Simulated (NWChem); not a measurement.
C$_{2}$H$_{5}$FOSi; SMILES C=C[SiH](O)F

```xyz
10

Si     0.0075    -0.5164    -0.4262
O      0.7710    -1.6843     0.4638
F     -1.5562    -0.4175    -0.0224
C      0.7190     1.1752    -0.1314
C     -0.0265     2.2044     0.2948
H      0.1028    -0.9862    -1.8231
H      0.9146    -1.4855     1.4001
H      1.7823     1.3446    -0.3135
H      0.3886     3.1964     0.4678
H     -1.0914     2.0933     0.4875
```
Atoms are numbered in this order, from 1.

STO-3G and 3-21G are far too small for this property and stand as cheap habits. All runs use the structure optimised with B3LYP/6-31G* (spherical d).

Give the principal values of the shielding tensors (ppm) of Si1, O2, F3, C4, C5 from Hartree-Fock/STO-3G, GIAO (NWChem), with their diamagnetic and paramagnetic parts as GIAO splits them.


```tsv
atom	σ11	σ22	σ33	isotropic	diamagnetic	paramagnetic
Si1	542.0	588.4	618.2	582.9	866.2	-283.4
O2	344.2	453.6	527.3	441.7	379.8	61.9
F3	431.9	628.4	679.9	580.1	457.3	122.7
C4	-0.2	132.2	242.7	124.9	254.9	-129.9
C5	-11.1	142.5	223.1	118.2	254.0	-135.8
```
